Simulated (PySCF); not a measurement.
# CoS₂⁺, quintet: molecular constants

Computed with UPBE0/[Co def2-SVP, S def2-SVP], no relativity, density fitting, PySCF.

The structure is a minimum.

```xyz
3
charge 1 multiplicity 5, angstrom
Co    0.0000    0.0000   -1.0447
S     1.0120    0.0000    0.9629
S    -1.0120    0.0000    0.9629
```

```
Point group                                                                   : C2v
Bond lengths                                                                  : Co–S 2.248 Å (×2), S–S 2.024 Å
Bond angles                                                                   : Co–S–S 63.2° (×2), S–Co–S 53.5°
Highest occupied level (α)                                                    : -12.61 eV
Spin squared ⟨S²⟩                                                             : 6.015
Lowest empty level (β)                                                        : -9.21 eV
Heat capacity Cp at 298.15 K                                                  : 51.7 J/(mol K)
Enthalpy at 298.15 K above 0 K                                                : 12.59 kJ/mol
Dipole moment about the centre of mass                                        : 4.56 D
Rotational constants                                                          : 0.2574, 0.1364, 0.08915 cm⁻¹
Principal quadrupole moments (Buckingham, traceless) about the centre of mass : -6.56, -2.93, 9.49 D Å
Principal polarisabilities                                                    : 23.7, 48.6, 52.4 bohr³
Zero-point energy                                                             : 7.1 kJ/mol
Rotational symmetry number                                                    : 2
Entropy at 298.15 K and 1 bar (electronic part: spin only)                    : 298.3 J/(mol K)
```

Harmonic modes (masses in u: Co 58.933, S 31.972):
```csv
symmetry,ω (cm⁻¹),IR (km/mol),μ (u)
b2,274,1.7,34.84
a1,315,9.8,41.30
a1,595,4.9,32.37
```

In C2v the vibrations span b2 + 2a1. Here b1 is antisymmetric to the molecular plane and b2 lies in it.

Charges (e):
```csv
atom,Mulliken,Löwdin,polar tensor,spin (Mulliken),Mayer order to Co1
Co1,0.79,0.62,0.91,2.50,–
"S2,3",0.11,0.19,0.05,0.75,0.88
```
Other Mayer orders above 0.3: S–S 1.40.

Mulliken populations on Co1: s 6.41, p 12.32, d 7.49, f 0.00.

Outer orbital energies (eV). α occupied: -17.50, -17.37, -16.45, -16.43, -15.66, -15.43, -12.68, -12.61; empty: -8.55, -6.09, -4.47, -2.93. β occupied: -28.23, -22.43, -16.56, -16.00, -14.80, -14.70, -14.16, -13.84; empty: -9.21, -8.92, -8.13, -8.08.

Only a few start shapes were tried, so a lower isomer may exist. Open d and f shells are described by one determinant, and the ground state may have another occupation or spin.

The final relaxation and frequency run took 44 s on 2 threads of a shared Arm Neoverse N1 host, with 67 basis functions and 8 gradients; the process peaked at 0.68 GiB.
